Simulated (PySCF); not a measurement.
C₃H₅NOSi. Atoms are numbered in the order given.

```xyz
11

N      0.0496     3.2597     0.0000
C      0.3492     2.1395     0.0000
C      0.6721     0.7230     0.0000
Si    -0.8717    -0.3906     0.0000
C     -0.1548    -2.1891     0.0000
O      1.0435    -2.3634     0.0000
H      1.2807     0.4674    -0.8830
H      1.2807     0.4674     0.8830
H     -1.7003    -0.1720     1.2176
H     -1.7003    -0.1720    -1.2176
H     -0.8517    -3.0742     0.0000
```
Charge 0, spin multiplicity 1.

Geometry optimised at B3LYP-D3(BJ)/def2-SVP. The structure was generated by enumeration, and PubChem lists no compound with its InChIKey, so it may never have been made. Other conformers were not sampled.

Computed with PBE/pcSseg-1 (PySCF).

GIAO shieldings, no solvent; atoms alike by connectivity are averaged. δ = σ(ref) − σ: ¹⁵N against NH3 (σ = 267.0 ppm); ¹³C against TMS (σ = 182.0 ppm); ²⁹Si against TMS (σ = 335.4 ppm); ¹⁷O against H2O (σ = 334.3 ppm); ¹H against TMS (σ = 31.49 ppm), references at their B3LYP-D3(BJ)/def2-TZVP geometries, non-relativistic.

Question: Estimate the chemical shifts. (The exact figures need the calculation; the answer reports its results.)

Answer: 
```csv
nucleus,atoms,count,δ (ppm)
¹⁵N,N1,1,306.3
¹³C,C5,1,244.1
¹³C,C2,1,117.8
¹³C,C3,1,-2.0
²⁹Si,Si4,1,-53.9
¹⁷O,O6,1,930.8
¹H,H11,1,12.57
¹H,"H9, H10",2,4.87
¹H,"H7, H8",2,1.95
```
